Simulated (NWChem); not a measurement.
CH₃BrTe; SMILES C[Te]Br

```xyz
6

Te     0.3277     0.8626     0.0000
Br    -0.0041    -1.6347     0.0000
C     -1.7655     1.3407     0.0000
H     -2.2363     0.9390     0.9051
H     -2.2363     0.9390    -0.9051
H     -1.8290     2.4392     0.0000
```
Atoms are numbered in this order, from 1.

All runs: NWChem. Medium grid unless said otherwise, to which SCAN and Minnesota functionals are sensitive. All runs use the structure optimised with PBE0/def2-SVP. def2 effective core potentials on Te; no spin-orbit coupling. Total energies of different functionals are on different scales.

```
level                                             energy (Ha)  highest occupied level (eV)  orbital gap (eV)  dipole (D)
------------------------------------------------  -----------  ---------------------------  ----------------  ----------
B3LYP/def2-SVP                                     -2881.8731                        -5.82              3.27        2.34
PBE/def2-SVP                                       -2881.3047                        -4.96              1.80        2.25
TPSSh/def2-SVP                                     -2881.5977                        -5.54              2.70        2.41
MPW1K/def2-SVP                                     -2882.0303                        -6.94              5.06        2.56
TPSS/def2-SVP                                      -2881.5790                        -5.10              1.96        2.35
LC-BLYP (range parameter 0.33 per bohr)/def2-SVP   -2881.0423                        -8.22              7.82        2.42
M06-L/def2-SVP                                     -2881.8230                        -5.08              2.21        2.35
M06/def2-SVP                                       -2881.6934                          [?]               [?]        2.37
```

Task: Fill in the missing entries.

Result: 
- M06/def2-SVP, highest occupied level (eV): -6.03
- M06/def2-SVP, orbital gap (eV): 3.80
